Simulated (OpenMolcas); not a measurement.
Te I: from RASSCF to RASPT2

- Program: OpenMolcas
- Basis: ANO-RCC-VTZP [7s6p4d2f1g]
- Scalar Hamiltonian: DKH2, point nucleus
- Active space: 6 electrons in 9 orbitals (RAS2 5s 5p; RAS3 5d, at most 2 electrons)
- State averaging: 2S+1 = 3 even, 3 roots; 2S+1 = 1 even, 6 roots; 2S+1 = 3 odd, 3 roots
- Spin-orbit coupling: state interaction with AMFI integrals over the reference wave functions, term energies averaged over their components

Methods on the same reference wave functions:
A. RASSCF
B. SS-RASPT2, IPEA 0.25 Eh, imaginary shift 0.1 Eh (closed shells correlated: 4d)
C. XMS-RASPT2, IPEA 0.25 Eh, imaginary shift 0.1 Eh (closed shells correlated: 4d)

Energies in cm⁻¹ above 5s² 5p⁴ ³P₂, the measured ground level; measured values from NIST Handbook of Basic Atomic Spectroscopic Data.

| Level | A | B | C | Measured |
| --- | --- | --- | --- | --- |
| 5s² 5p⁴ ³P₂ | 0.0 | 0.0 | 0.0 | 0.0 |
| 5s² 5p⁴ ³P₁ | 4109 | 4180 | 4180 | 4751 |
| 5s² 5p⁴ ³P₀ | 4493 | 4520 | 4550 | 4706 |
| 5s² 5p⁴ ¹D₂ | 11767 | 10590 | 10630 | 10558 |
| 5s² 5p⁴ ¹S₀ | 23557 | 23130 | 23440 | 23198 |
| 5s 5p⁵ ³P°₂ | 67494 | 70390 | 70480 |  |

Deviations, from unrounded energies. A percentage is the sum of absolute deviations over the sum of measured energies, with the sign that they share, or ± where signs differ.

```tsv
Against measurement	Levels	A	B	C
mean absolute deviation (cm-1)	4	610	210	260
fine structure of the ground term (%)	2	-9.0	-8.0	-7.8
other terms of the ground configuration (%)	2	+4.6	±0.3	+0.9
```

B lies closest to measurement on these levels and A furthest from it. The largest miss of B in the table is 5s² 5p⁴ ³P₁, by -570 cm-1. The ranking rests on the paired levels alone, and a cruder setting can come out closer through cancelling errors.

Between B and C the level of the table that moves most is 5s² 5p⁴ ¹S₀, by 310 cm-1 (lowest in B, highest in C). Moves below CASPT2's spread within the term are not significant.

The mean deviations of B to C differ by less than CASPT2's widest spread within a term (100 cm-1), so their order carries little weight.

From A to B the spin-free energies of the other terms of 5s² 5p⁴ shown, above ³P, scale by factors of 0.85 to 0.97.

The lowest spin-free term lies below A's lowest term by 0.479 hartree in B, 0.481 hartree in C.

CASPT2 breaks the degeneracy within a term, and the mean is taken; among the terms shown or strongly mixed into the levels shown the widest spread is 100 cm-1 (5s² 5p⁴ ¹D, C). Active for correlation alone: 5d; no level in the range computed is led by a configuration that fills it, so any true level of that kind is missing. Some terms mix strongly with configurations of 5d, whose occupation reaches 0.26 (5s 5p⁵ ³P°). Measured partners are found by configuration, term and J. A level has none where our copy of the source lacks it or the pairing is in doubt (some pairs that miss far off the trend of their configuration count as doubtful), and it then counts in no deviation. Levels of configurations outside the active space are missing. Levels that lie high or do not pair safely by name in every column are left out.

° marks odd parity.
